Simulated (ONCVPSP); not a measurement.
**Potentials for oxygen (O) compared**

Generated with ld1.x 7.5 (TM, RRKJ, ultrasoft, PAW), atompaw 4.2 or ONCVPSP 4.0.1. The cutoff is in Ry: for ld1.x and atompaw files where the sum of valence levels is converged to 10 mRy in a Bessel basis, for ONCV files where the hardest occupied wave has 1 mHa per electron of residual kinetic energy. The error is the largest all-electron minus pseudo excitation energy over each file’s own four to seven test configurations (ionisations up to +4, promotions, holes and added fractions of an electron), all of which were solved. The labels leave out finer settings (local radius, basis sizes, second energies), which also bear on the numbers. Spin-polarised tests are not counted. The rows are a selection from randomly drawn settings: files with unsolved tests, undetermined cutoffs or missed reference levels are left out.

```tsv
potential	cutoff (Ry)	largest error (meV)	bound ghosts
ONCV, PBEsol, scalar-relativistic, rc 0.85/1.55/1.50 (spd), local smoothed, core correction yes, reference 2s2 2p3.5, qcut 8.9/9.9/5.6, projectors 2/2/2	87	+140	none
ONCV, PBE, scalar-relativistic, rc 0.70/1.50/1.30 (spd), local s, core correction yes, reference 2s1.5 2p4.5, qcut 9.9/11/7.8, projectors 0/3/3	84	+165	none
ONCV, PBE, non-relativistic, rc 0.85/1.25/1.30 (spd), local smoothed, core correction no, reference 2s2 2p2, qcut 9.7/9.9/8.2, projectors 2/2/2	77	+138	none
ONCV, PBEsol, fully relativistic, rc 0.70/1.85 (sp), local smoothed, core correction yes, reference 2s1.5 2p4.5, qcut 11.7/6.7, projectors 2/1	90	+3646	none
ONCV, PBEsol, scalar-relativistic, rc 0.65/1.20/1.30 (spd), local smoothed, core correction yes, reference 2s2 2p3, qcut 8.2/13.5/8.1, projectors 2/2/2	112	+128	none
ONCV, PBE, scalar-relativistic, rc 0.70/1.55/1.60 (spd), local smoothed, core correction yes, reference 2s1 2p5, qcut 7.7/8.5/7.1, projectors 2/3/1	141	+520	none
ONCV, PBE, scalar-relativistic, rc 0.85/1.20/1.15 (spd), local smoothed, core correction no, reference 2s2 2p2, qcut 8/11.6/7.2, projectors 2/2/1	88	+669	none
ONCV, PBE, scalar-relativistic, rc 0.80/1.00 (sp), local smoothed, core correction yes, reference 2s2 2p4, qcut 9.9/6.8, projectors 3/2	365	+427	none
```

(1) Fill in the row for O: ONCV, PBE, scalar-relativistic, rc 0.40/2.10 (sp), local smoothed, core correction no, reference 1s2 2s2 2p4, qcut 26.2/5.6, projectors 2/3.

Answers

(1) cutoff 640 Ry, largest error +4027 meV, bound ghosts: none.
